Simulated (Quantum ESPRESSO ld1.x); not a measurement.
The numbers below are computed, except where a source is named.
Problem. These are the eigenvalues of the occupied orbitals of an atom or ion with whole-number occupations (eV). Level of theory: non-relativistic Kohn-Sham, LDA (Slater exchange, Perdew-Wang correlation), spin-polarised, spherical densities, point nucleus (ld1.x of Quantum ESPRESSO 7.5).

1s up: -6358.16
1s down: -6358.14
2s up: -731.005
2s down: -728.716
2p up: -627.342
2p down: -625.592
3s up: -85.1706
3s down: -80.2262
3p up: -55.6216
3p down: -50.7880
3d up: -8.5703
4s up: -5.5996
4s down: -4.5942

Which element is it, and in what charge state? The configuration may be excited. Open shells, if any, are filled with parallel spins first.

Solution. Z = 25, manganese, charge 0: Mn in [Ar] 3d5 4s2. The list shows which subshells hold electrons but not how many an open one holds; the 1s level, -233.66 hartree, gives Z - s = 21.6 by -(Z - s)^2/2, which with screening narrows Z to a few neighbours, and the depths of the outer levels then fix element, charge and occupations together.
